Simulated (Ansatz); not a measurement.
Computed with Ansatz on PBE0-D4/def2-TZVP structures; ΔE is electronic, products minus reactants. CCSD(T)/CBS adds triple-zeta CCSD(T) − MP2 to the extrapolated MP2 energy (def2 sets, frozen cores). DFT in def2-TZVPP. B3LYP here is the variant with VWN-RPA as its local correlation; programs differ in this. def2 core potentials past Kr. For Ge, I outer-core shells are correlated without core-valence functions, which leaves a few kJ/mol of doubt a bond. Scalar relativity is left out up to krypton. Each species was taken in one conformer, which may not be the lowest.

Reaction (redistribution): `F[CH2][AlH][GeH3]` + `[AlH2][CH2]CI` → `F[CH2][AlH][I]` + `[AlH2][CH2][CH2][GeH3]`

`F[CH2][AlH][GeH3]`:

Cartesian coordinates in Å:
```
F 0.591 -2.015 0.764
C 1.256 -1.410 -0.309
Al 0.484 0.367 -0.732
Ge -1.420 1.194 0.613
H 2.321 -1.342 -0.047
H 1.202 -2.095 -1.165
H 1.144 1.178 -1.931
H -1.955 2.557 0.133
H -2.601 0.205 0.582
H -1.022 1.361 2.093
```

`[AlH2][CH2]CI`:

Z-matrix (Å, degrees):
```
C
C 1 1.500
Al 1 1.972 2 114.4
H 1 1.097 2 111.1 3 121.7
H 1 1.097 2 111.1 3 -121.8
I 2 2.175 1 113.7 3 -179.9
H 2 1.088 1 113.4 3 62.4
H 2 1.088 1 113.4 3 -62.3
H 3 1.588 1 120.3 2 0.1
H 3 1.587 1 118.8 2 -179.9
```

`F[CH2][AlH][I]`:

Z-matrix (Å, degrees):
```
C
Al 1 1.978
F 1 1.390 2 113.3
H 1 1.099 2 110.6 3 -121.5
H 1 1.099 2 110.6 3 121.5
I 2 2.463 1 119.5 3 -0.4
H 2 1.580 1 120.8 3 179.6
```

`[AlH2][CH2][CH2][GeH3]`:

Z-matrix (Å, degrees):
```
C
C 1 1.531
Al 1 1.962 2 116.0
H 1 1.099 2 110.6 3 -122.7
H 1 1.099 2 110.7 3 122.8
Ge 2 1.963 1 113.0 3 -179.9
H 2 1.094 1 111.2 3 58.8
H 2 1.094 1 111.2 3 -58.7
H 3 1.591 1 120.1 2 179.4
H 3 1.591 1 120.2 2 -0.6
H 6 1.541 2 109.5 1 -59.1
H 6 1.542 2 112.2 1 -179.9
H 6 1.541 2 109.5 1 59.3
```

| level | ΔE (kJ/mol) | difference from CCSD(T)/CBS |
| --- | --- | --- |
| PBE-D4 | -127.5 | 15.3 |
| r2SCAN-D4 | -139.2 | 3.6 |
| PBE0-D4 | -137.7 | 5.1 |
| B3LYP-D4 | -134.8 | 8.0 |
| ωB97X-V | -143.8 | -1.0 |
| ωB97M-V | -145.5 | -2.7 |
| B2PLYP | -140.3 | 2.5 |
| PBE | -126.2 | 16.6 |
| r2SCAN | -138.8 | 4.0 |
| PBE0 | -136.7 | 6.1 |
| B3LYP | -133.0 | 9.8 |
| HF/def2-TZVPP | -156.0 | -13.2 |
| MP2/def2-TZVPP | -152.3 | -9.5 |
| SCS-MP2/def2-TZVPP | -148.4 | -5.6 |
| CCSD/def2-TZVPP | -145.2 | -2.4 |
| CCSD(T)/def2-TZVPP | -142.8 | 0.0 |
| HF/def2-QZVPP | -155.1 | -12.3 |
| MP2/def2-QZVPP | -152.0 | -9.2 |
| SCS-MP2/def2-QZVPP | -148.7 | -5.9 |
| HF/CBS(def2) | -155.0 | -12.2 |
| MP2/CBS(def2) | -152.3 | -9.5 |
| CCSD/CBS(def2) | -145.3 | -2.5 |
| CCSD(T)/CBS | -142.8 | 0 |

Largest T1 diagnostic among the species: 0.012.

From PBE to PBE0 (25 % exact exchange), in def2-TZVPP and without D4, ΔE moves by −10.5 kJ/mol. In def2-TZVPP, CCSD(T) changes the Hartree–Fock value by +13.2 kJ/mol (the triples alone add +2.5 kJ/mol) and MP2 by +3.7 kJ/mol.
